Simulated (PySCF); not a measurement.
## `C=C[C@H]1CO[Si@@H](F)C1`, C5H9FOSi

Geometry:
```tsv
atom	x (Å)	y (Å)	z (Å)
C1	2.654	0.169	-0.790
C2	1.355	0.385	-0.882
C3	0.356	0.002	0.159
C4	-0.460	1.213	0.649
O5	-1.667	0.774	1.232
Si6	-2.135	-0.719	0.797
F7	-3.542	-0.638	0.018
C8	-0.665	-1.026	-0.361
H9	3.092	-0.301	0.076
H10	3.337	0.448	-1.575
H11	0.942	0.855	-1.766
H12	0.868	-0.429	1.025
H13	-0.703	1.875	-0.190
H14	0.089	1.786	1.400
H15	-2.355	-1.562	1.949
H16	-0.241	-2.026	-0.355
H17	-0.933	-0.795	-1.394
```

Computed with TDDFT CAM-B3LYP/def2-SVPD circular dichroism and optical rotation, one conformer, gas phase (PySCF 2.14.0). Geometry: GFN2-xTB.

The molecule is flexible and this is one conformer; a measurement averages over conformers.

(1) Draw the ECD and absorption spectra from the lowest 12 states, each a Gaussian of half-width 0.2 eV at 1/e height.

Results:

(1) 
```
E (eV)  λ (nm)  Δε (L mol⁻¹ cm⁻¹)  ε (L mol⁻¹ cm⁻¹)
  6.85     181               0.00              82.1
  7.00     177              +0.11              2020
  7.15     173              +2.31             16400
  7.30     170             +12.75             44400
  7.45     166             +19.72             40800
  7.60     163              +3.55             13600
  7.75     160              -7.06              2950
  7.90     157              -0.18              2160
  8.05     154              +8.34              2380
  8.20     151             +18.41              1840
  8.35     149             +22.17              1470
  8.50     146             +34.36              2980
```
Δε uses R in velocity form, ε uses f in length form. Only the states computed contribute, so the short-wavelength end is incomplete.
